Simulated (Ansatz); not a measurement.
Isolated molecules relaxed with PBE0-D4/def2-TZVP in Ansatz; ΔE leaves out vibrations. CCSD(T)/CBS is the MP2 limit (def2-TZVPP, def2-QZVPP) plus CCSD(T) − MP2 in def2-TZVPP, frozen cores. This one scheme is used for every species. One conformer a species, not always the lowest.

Consider the isomerisation: `B/C=C/O` → `BC1CO1`.

```tsv
species	CCSD(T)/CBS(def2) energy (Eh)
`B/C=C/O`	-179.04601
`BC1CO1`	-179.00293
```

(1) Work out ΔE.

Largest T1 diagnostic among the species: 0.013.

## Answers

(1) ΔE = (-179.00293) − (-179.04601) = 0.04308 Eh = +113.1 kJ/mol.

In def2-TZVPP, CCSD(T) changes the Hartree–Fock value by −14.3 kJ/mol (the triples alone add +1.0 kJ/mol) and MP2 by −17.2 kJ/mol.
